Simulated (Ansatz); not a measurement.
The same ligand exchange along the group Si, Ge, Sn.

Program: Ansatz. Geometries: PBE0-D4/def2-TZVP. ΔE: electronic, gas phase. CCSD(T)/CBS is the MP2 limit (def2-TZVPP, def2-QZVPP) plus CCSD(T) − MP2 in def2-TZVPP, frozen cores. Small cases extrapolate CCSD(T) itself. Functionals use def2-TZVPP. Elements past krypton have def2 core potentials. For Ge, Sn outer-core shells are correlated without core-valence functions, which leaves a few kJ/mol of doubt a bond. Scalar relativity is left out up to krypton. Each species was taken in one conformer, which may not be the lowest.

| reaction | revPBE-D4 (kJ/mol) | CCSD(T)/CBS(def2) (kJ/mol) |
| --- | --- | --- |
| `O[Si]O` + NH₃ → `N[Si]O` + H₂O | 43 | 46 |
| `[OH][Ge][OH]` + NH₃ → `[NH2][Ge][OH]` + H₂O | 27 | 23 |
| `[OH][Sn][OH]` + NH₃ → `[NH2][Sn][OH]` + H₂O | 37 | 35 |

Largest T1 diagnostic: 0.018, for `[OH][Sn][OH]`.

Extrapolated directly: `O[Si]O` + NH₃ → `N[Si]O` + H₂O.
